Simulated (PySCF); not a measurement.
**Ionisation energy of As⁺ by level of theory**

As⁺ [Ar] 3d10 4s2 4p2 (3P) → As²⁺ [Ar] 3d10 4s2 4p1 (2P), as a difference of total energies. Calculation: PySCF 2.14, in aug-cc-pVDZ-DK (6s5p3d, 36 functions); the spin-free X2C one-electron Hamiltonian (Gaussian nucleus). Correlated levels: valence: [Ar] 3d10 frozen. The calculations carry no spin-orbit coupling.

```json
{"method": "UHF", "ionisation energy (eV)": "17.978"}
{"method": "LDA", "ionisation energy (eV)": "18.671"}
{"method": "PBE", "ionisation energy (eV)": "18.531"}
{"method": "PBE0", "ionisation energy (eV)": "18.577"}
{"method": "r2SCAN", "ionisation energy (eV)": "18.742"}
{"method": "B3LYP", "ionisation energy (eV)": "18.548"}
{"method": "B2PLYP", "ionisation energy (eV)": "18.377"}
{"method": "wB97X-V", "ionisation energy (eV)": "18.378"}
{"method": "TPSSh", "ionisation energy (eV)": "18.568"}
{"method": "MP2 (valence)", "ionisation energy (eV)": "18.240"}
{"method": "SCS-MP2 (valence)", "ionisation energy (eV)": "18.174"}
```

**Question.** How much does correlation contribute at MP2 (valence)?

**Answer.** 18.240 − (17.978) = 0.262 eV, measured against UHF.

A first-order spin-orbit estimate (lowest level to lowest level, LS coupling) adds -0.031 eV.

Errors of the correlated levels include the incompleteness of this basis and the frozen core.

For comparison: 18.589 eV (measured; NIST Atomic Spectra Database, ionization energies).
